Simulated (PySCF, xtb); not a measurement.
Ga(F)(OH)(NH2) (FGaH3NO), SMILES [OH][Ga]([F])[NH2].

GFN2-xTB (xtb 6.7.1) at its own geometry gives an orbital gap of 3.75 eV and a dipole moment of 2.19 D.

Coordinates come from a PBE0-D3(BJ)/def2-SVP optimisation. One conformer was computed; it need not be the lowest.

What does PBE0/def2-TZVPD (PySCF) give? (Estimate from the structure and the level; the computed values follow.)

gap 6.80 eV (levels -7.93 and -1.13 eV), dipole 1.52 D.
